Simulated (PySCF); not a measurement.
## Stretching KB⁺

Set-up: PySCF, no relativity, basis sets K aug-pcseg-1, B aug-pcseg-1. Energies in eV from K⁺ + B in their ground configurations at the same level. State: ²Σ⁺ (doublet), unpaired electrons σ ↑.

All columns are PBE0. A positive dipole points towards B; it is taken about the centre of mass and depends on that origin.

```csv
R (Å),E (eV),μ (D),Mulliken charge on K (basis-dependent),HOMO (eV),LUMO (eV),Mayer bond order,⟨S²⟩
2.907,-0.250,-1.51,1.05,-10.40,-7.22,-0.12,0.75
3.042,-0.316,-1.62,1.03,-10.28,-7.08,-0.06,0.75
3.177,-0.350,-1.74,1.01,-10.15,-6.95,-0.01,0.75
3.279,-0.361,-1.84,1.00,-10.05,-6.85,0.02,0.75
3.380,-0.363,-1.94,0.98,-9.95,-6.76,0.05,0.75
3.481,-0.360,-2.05,0.97,-9.84,-6.67,0.08,0.75
3.617,-0.348,-2.20,0.96,-9.71,-6.55,0.10,0.75
3.786,-0.327,-2.41,0.96,-9.54,-6.40,0.11,0.75
3.988,-0.297,-2.66,0.95,-9.34,-6.23,0.12,0.75
4.259,-0.255,-3.03,0.95,-9.08,-6.01,0.11,0.75
```

A fit through these points gives, at Re = 3.365 Å, μ = -1.93 D and dμ/dR = -1.04 D/Å; the reduced mass is 8.584 u.

Question: How strong is the fundamental in the double-harmonic approximation, I = 42.26·(dμ/dR)²/μred km/mol?

Answer: I = 42.26·(-1.04)²/8.584 = 5.32 km/mol at PBE0.

The bond is weak. Basis-set superposition, not corrected here, can be much of De in a small basis, most of all at correlated wavefunction levels. For an ion De counts to the pair picked by the measured ionisation energies or electron affinities, which need not be the lowest pair at this level. The state is the lowest determinant that a PBE0 search found; another state may lie lower at other levels.
